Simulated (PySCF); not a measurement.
Sn²⁺: interval between two levels

Sn²⁺ [Kr] 4d10 5s2 → Sn²⁺ [Kr] 4d9 5s2 6s1 [3D3, M_J = 3], as a difference of total energies. Calculation: PySCF 2.14, in x2c-SVPall-2c with one added diffuse shell each of s, p type (7s9p4d, 54 functions); the two-component X2C-1e Hamiltonian. Correlated levels: [Ar] 3d10 frozen; the 6 highest virtual spinors dropped. "Screened" scales the spin-orbit matrix elements by Boettger's factors to mimic the two-electron term; Breit and QED terms are absent.

```csv
method,interval between two levels (cm⁻¹)
GHF (spin-free),308680
GMP2 (spin-free),308070
GHF (screened spin-orbit),305240
GMP2 (screened spin-orbit),304610
```

The labels give the starting determinants; with spin-orbit coupling the two ends relaxed to ⟨J²⟩ = 0.00, ⟨L²⟩ = 0.02, ⟨S²⟩ = 0.02 and ⟨J²⟩ = 12.00, ⟨L²⟩ = 6.02, ⟨S²⟩ = 2.01.

The promoted electron is Rydberg-like, and one or two diffuse shells describe it only roughly, which tends to raise the upper state.
